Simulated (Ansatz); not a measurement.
Geometry optimisation, RKS PBE/def2-SVP in Ansatz.

Input file:

```yaml
crystal:
  periodic: [false, false, false]
  atoms:
    - { symbol: Al, position_ang: [0.006029, -0.399946, -0.038299] }
    - { symbol: O, position_ang: [-0.765553, -0.820728, 1.495758] }
    - { symbol: H, position_ang: [-1.723236, -0.990239, 1.509525] }
    - { symbol: H, position_ang: [1.596242, -0.404526, -0.004988] }
    - { symbol: H, position_ang: [-0.92233, -0.235193, -1.327169] }
    - { symbol: O, position_ang: [-0.219422, 2.080842, 1.574387] }
    - { symbol: Si, position_ang: [1.002696, 2.966479, 2.349952] }
    - { symbol: H, position_ang: [2.065031, 2.060947, 2.919319] }
    - { symbol: H, position_ang: [1.594422, 3.866992, 1.306497] }
    - { symbol: H, position_ang: [0.438585, 3.803557, 3.469491] }
    - { symbol: H, position_ang: [-0.546664, 1.292413, 2.083429] }
basis:
  gaussian: { orbitals: def2-SVP }
hamiltonian:
  xc: pbe
relax:
  f_tol: 0.03
  max_steps: 50
```

Command:

```bash
$ ansatz run input.yaml --threads 2 --pin off --max-ram 3072MiB --backend cpu --events-out ev --progress --plain --runs-dir out
```

Task: Where does it end, and by what steps?

Result: The forces met the threshold. After 13 steps the energy has fallen by 0.565 eV; H5 moved furthest, 0.64 Å. Joined: Al1–O6 (2.97 → 2.01 Å).

| step | energy less start (eV) | largest force component (eV/Å) | accepted |
| --- | --- | --- | --- |
| 0 | 0.0000 | 0.687 | yes |
| 1 | -0.1916 | 0.327 | yes |
| 2 | -0.3745 | 0.577 | yes |
| 3 | -0.4616 | 0.532 | yes |
| 4 | -0.4837 | 1.054 | yes |
| 5 | -0.5544 | 0.194 | yes |
| 6 | -0.5582 | 0.081 | yes |
| 7 | -0.5612 | 0.120 | yes |
| 8 | -0.5629 | 0.092 | yes |
| 9 | -0.5638 | 0.075 | yes |
| 10 | -0.5644 | 0.034 | yes |
| 11 | -0.5649 | 0.047 | yes |
| 12 | -0.5652 | 0.033 | yes |
| 13 | -0.5653 | 0.018 | yes |

```xyz
11
Properties=species:S:1:pos:R:3
Al 0.044 0.104 0.236
O -0.824 -0.620 1.639
H -1.658 -1.108 1.559
H 1.620 -0.182 0.186
H -0.836 0.350 -1.082
O -0.110 1.684 1.462
Si 1.008 2.770 2.188
H 2.079 2.015 2.918
H 1.577 3.570 1.061
H 0.244 3.640 3.142
H -0.619 0.997 2.029
```

Time of the run: 23 s on 2 threads of Arm Neoverse V2, on a shared host, peak memory 0.14 GiB.
